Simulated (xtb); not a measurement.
xtb input (GFN-FF):

```bash
xtb mol.xyz --gfnff --opt tight --chrg 0 --uhf 0
```
mol.xyz:
```
20

C      1.98162039    -1.77980326     0.51594298
O      0.63339901    -1.35619279     0.63157183
B      0.18885845    -0.22901414    -0.02192373
O      1.06104941     0.36691085    -0.90888640
C      1.09893436     1.74187762    -1.23182416
N     -1.12553538     0.22455066     0.26745451
C     -1.91520292     1.07877086    -0.59419318
C     -1.88460377    -0.31843218     1.37888080
H      2.67744999    -0.97909304     0.77736736
H      2.12118886    -2.61423171     1.20262803
H      2.20630696    -2.11111110    -0.50033668
H      2.14500463     2.04999383    -1.27602586
H      0.64635930     1.92723159    -2.20946773
H      0.58561901     2.35066789    -0.48392805
H     -1.38028127     1.32002554    -1.50791157
H     -2.84456956     0.57292842    -0.88269507
H     -2.19491726     2.01637908    -0.09791210
H     -2.72020613    -0.93713490     1.02835511
H     -1.24284278    -0.93230139     2.00408971
H     -2.30473183     0.48963891     1.98895154
```

End of the output:

```
         :::::::::::::::::::::::::::::::::::::::::::::::::::::
         ::                     SUMMARY                     ::
         :::::::::::::::::::::::::::::::::::::::::::::::::::::
         :: total energy              -2.825240901459 Eh    ::
         :: gradient norm              0.000269723119 Eh/a0 ::
         ::.................................................::
         :: bond energy               -2.845621999754 Eh    ::
         :: angle energy               0.006382923656 Eh    ::
         :: torsion energy             0.003199541389 Eh    ::
         :: repulsion energy           0.129487051660 Eh    ::
         :: electrostat energy        -0.106072995359 Eh    ::
         :: dispersion energy         -0.010252702852 Eh    ::
         :: HB energy                  0.000000000000 Eh    ::
         :: XB energy                  0.000000000000 Eh    ::
         :: bonded atm energy         -0.002362720199 Eh    ::
         :: external energy            0.000000000000 Eh    ::
         :: add. restraining           0.000000000000 Eh    ::
         :: total charge               0.000000000000 e     ::
         :::::::::::::::::::::::::::::::::::::::::::::::::::::

           -------------------------------------------------
          |                Property Printout                |
           -------------------------------------------------

molecular dipole:
                 x           y           z       tot (Debye)
 q only:       -0.326       0.488       0.017       1.491
           -------------------------------------------------
          |                Geometry Summary                 |
           -------------------------------------------------

      molecular mass/u    :      116.9547737
   center of mass at/Å    :        0.0254654      -0.0259081       0.0240422
  moments of inertia/u·Å² :        0.2135400E+03   0.2815285E+03   0.4672316E+03
rotational constants/cm⁻¹ :        0.7894367E-01   0.5987895E-01   0.3607982E-01

 * 19 selected distances

     #   Z          #   Z                                           value/Å
     1   6 C        2   8 O                                       1.3844493
     2   8 O        3   5 B                                       1.4105557
     3   5 B        4   8 O                                       1.4189793
     4   8 O        5   6 C                                       1.3926571
     3   5 B        6   7 N                                       1.4493233 (max)
     6   7 N        7   6 C                                       1.4419677
     6   7 N        8   6 C                                       1.4400114
     1   6 C        9   1 H                                       1.0912283
     1   6 C       10   1 H                                       1.0911783
     1   6 C       11   1 H                                       1.0913473
     5   6 C       12   1 H                                       1.0904481
     5   6 C       13   1 H                                       1.0898915
     5   6 C       14   1 H                                       1.0904519
     7   6 C       15   1 H                                       1.0883070 (min)
     7   6 C       16   1 H                                       1.0887525
     7   6 C       17   1 H                                       1.0883100
     8   6 C       18   1 H                                       1.0886254
     8   6 C       19   1 H                                       1.0889662
     8   6 C       20   1 H                                       1.0887803

 * 5 distinct bonds (by element types)

   Z      Z             #   av. dist./Å        max./Å        min./Å
   1 H    6 C          12     1.0896906     1.0913473     1.0883070
   5 B    7 N           1     1.4493233     1.4493233     1.4493233
   6 C    7 N           2     1.4409896     1.4419677     1.4400114
   5 B    8 O           2     1.4147675     1.4189793     1.4105557
   6 C    8 O           2     1.3885532     1.3926571     1.3844493

optimized geometry written to: xtbopt.xyz

           -------------------------------------------------
          | TOTAL ENERGY               -2.825240901459 Eh   |
          | GRADIENT NORM               0.000269723119 Eh/α |
           -------------------------------------------------
########################################################################
[WARNING] Runtime exception occurred
-1- gfnff_setup: Could not read topology file.
########################################################################

------------------------------------------------------------------------
------------------------------------------------------------------------
 total:
 SCF:
Note: The following floating-point exceptions are signalling: IEEE_UNDERFLOW_FLAG IEEE_DENORMAL
normal termination of xtb
 ANC optimizer:
```
